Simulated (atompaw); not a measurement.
## tin: PAW (atompaw) pseudisation with LDA (PW92), scalar-relativistic reference atom.

Sn, PAW, made with atompaw 4.2.0.5 (LDA (PW92), scalar-relativistic). Core [Kr], reference 4d10 5s1.5 5p2.5. Waves: 5s (bound): rc 2.60 bohr; 5s channel at -0.3 Ry: rc 2.60 bohr; 5p (bound): rc 2.60 bohr; 5p channel at 0.9 Ry: rc 2.60 bohr; 4d (bound): rc 1.65 bohr; 4d channel at 0.1 Ry: rc 1.65 bohr. Local part: bessel scheme, radius 2.20 bohr. Core correction: smooth core density matched at 2.10 bohr. Augmentation charge: besselshape compensation charge, radius 2.60 bohr; PAW radius 2.60 bohr; waves and projectors: custom polynom vanderbiltortho.

All-electron outer shells of the reference configuration (LDA (PW92), scalar-relativistic, ld1.x):

```
shell  level (eV)  outermost node (bohr)  outermost maximum (bohr)
   4s     -134.44                   0.40                      0.74
   4p      -90.34                   0.41                      0.79
   4d      -26.65                   0.39                      0.88
   5s      -11.26                   0.98                      1.99
   5p       -4.18                   1.09                      2.52
```

Calculated quality:

```json
{
 "Cutoffs needed": "55 Ry and 90 Ry (the cutoffs (Ry, on a coarse ladder) from which the occupation-weighted sum of valence levels, in a spherical-Bessel basis at the reference potential, stays within 10 and 1 mRy of its value at 400 Ry)",
 "Ghost test": "no extra level below or beside the all-electron valence levels (s, p, d, f tested) (spherical-Bessel basis up to 400 Ry, 20 bohr box)",
 "Lowest eigenvalue of the overlap operator": "0.21 (s channel)",
 "Overlap eigenvalues printed by atompaw (projector basis)": "0.0539, 0.12, 2.29, 51.3, 109, 132",
 "Share of each valence orbital outside the PAW sphere": "5s 33 %, 5p 62 %, 4d 1 %"
}
```

Generation and tests took about 2.7 s on one core of a shared server CPU.
